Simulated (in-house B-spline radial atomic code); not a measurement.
Successive ionisation energies of zirconium; each step leads to the configuration of the next row (after the last: [Ar] 3d10 4s2 4p1/2(2) 4p3/2(1)). Dirac energy differences include first-order Breit, QED and recoil terms. NIST's values go from ground level to ground level; the uncertainty of those that are theory runs from under 0.1 % in few-electron ions to several per cent in heavy many-electron ones. Computed with a B-spline radial code for spherical atoms: Dirac-Hartree-Fock, jj configuration that fills j = l - 1/2 first, finite nuclei.

A number in brackets counts the electrons of a j subshell.

| ion | configuration | ionisation energy (eV) | tabulated value (eV) | tabulated kind | computed minus tabulated (eV) | highest orbital | largest mean radius (bohr) |
| --- | --- | --- | --- | --- | --- | --- | --- |
| Zr | [Kr] 4d3/2(2) 5s2 | 5.59 | 6.634126 | measured | -1.05 | 5s1/2 | 3.9851 |
| Zr+ | [Kr] 4d3/2(2) 5s1 | ? | ? | measured | ? | ? | ? |
| Zr2+ | [Kr] 4d3/2(2) | 21.67 | 23.17 | semi-empirical | -1.50 | 4d3/2 | 1.9974 |
| Zr3+ | [Kr] 4d3/2(1) | 33.42 | 34.41836 | measured | -1.00 | 4d3/2 | 1.8361 |
| Zr4+ | [Ar] 3d10 4s2 4p6 | ? | ? | semi-empirical | ? | ? | ? |
| Zr5+ | [Ar] 3d10 4s2 4p1/2(2) 4p3/2(3) | 95.95 | 96.38 | semi-empirical | -0.43 | 4p3/2 | 1.2943 |
| Zr6+ | [Ar] 3d10 4s2 4p1/2(2) 4p3/2(2) | 113.38 | 112 | tabulated theory | 1.38 | 4p3/2 | 1.2623 |

Fill in the row of Zr+.

ionisation energy (eV): 11.90; tabulated value (eV): 13.13; computed minus tabulated (eV): -1.23; highest orbital: 5s1/2; largest mean radius (bohr): 3.5924.

Fill in the row of Zr4+.

ionisation energy (eV): 79.20; tabulated value (eV): 80.348; computed minus tabulated (eV): -1.15; highest orbital: 4p3/2; largest mean radius (bohr): 1.33.

Where is the largest jump?

From Zr3+ to Zr4+, by a factor of 2.37 (33.423 to 79.199 eV); the highest orbital goes from 4d3/2 to 4p3/2.

How far is this level of theory from the measured and semi-empirical values?

Over those 6 rows the differences run from -1.5 to -0.432 eV (mean absolute value 1.1 eV). The calculation leaves out correlation and, in open shells, the multiplet splittings that an average leaves out.
